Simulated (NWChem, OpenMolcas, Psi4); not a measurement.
CH2NSn (SMILES N#[C][SnH2]): methods side by side

The species is CH2NSn (5 atoms), meant as a doublet with charge 0. As SMILES, `N#[C][SnH2]`. The shape is that of a PBE0-D4/def2-TZVP optimisation.

Each level gives the vertical electron affinity (to the singlet anion) (eV). The values are calculated.

The electron affinity is E(neutral) − E(anion): positive where the electron is bound.

```csv
level,kind,program,value (eV),less CCSD(T)/def2-SVPD,CPU time (all runs)
UHF/def2-SVPD (core potential),Hartree–Fock,NWChem,1.11,-0.76,97 s
U-revPBE/def2-SVPD (core potential),GGA,OpenMolcas,1.98,+0.11,62 s
U-r2SCAN/def2-SVPD (core potential),meta-GGA,OpenMolcas,2.06,+0.19,74 s
UM06-L/def2-SVPD (core potential),meta-GGA,OpenMolcas,2.05,+0.18,76 s
UBHLYP/def2-SVPD (core potential),global hybrid,OpenMolcas,2.02,+0.15,54 s
U-wB97X-V/def2-SVPD (core potential),range-separated hybrid,Psi4,2.10,+0.23,5.4 min
"UB2PLYP/def2-SVPD (core potential, density fitting for correlation)",double hybrid,Psi4,2.01,+0.14,58 s
UMP2/def2-SVPD (core potential),perturbation theory,NWChem,1.83,-0.04,2.6 min
ROCCSD(T)/def2-SVPD (core potential),coupled cluster or CI,OpenMolcas,1.87,0.00,2.2 min
```

Differences are taken from ROCCSD(T)/def2-SVPD (core potential) for orientation; it has basis-set and higher-order errors of its own. Spin-orbit coupling, which can split open shells on such heavy atoms by tenths of an eV, is left out. Where it was recorded, the anion's HOMO is positive in U-revPBE/def2-SVPD, U-r2SCAN/def2-SVPD, UM06-L/def2-SVPD: a fault of the level (basis or self-interaction), which says nothing on whether the real anion is bound. The values span 1.11 to 2.10 eV. In the correlated wave-function rows the outer d shell of Sn is correlated, in sets not made for it. CPU times are rough (shared hosts, several kinds of processor and program).
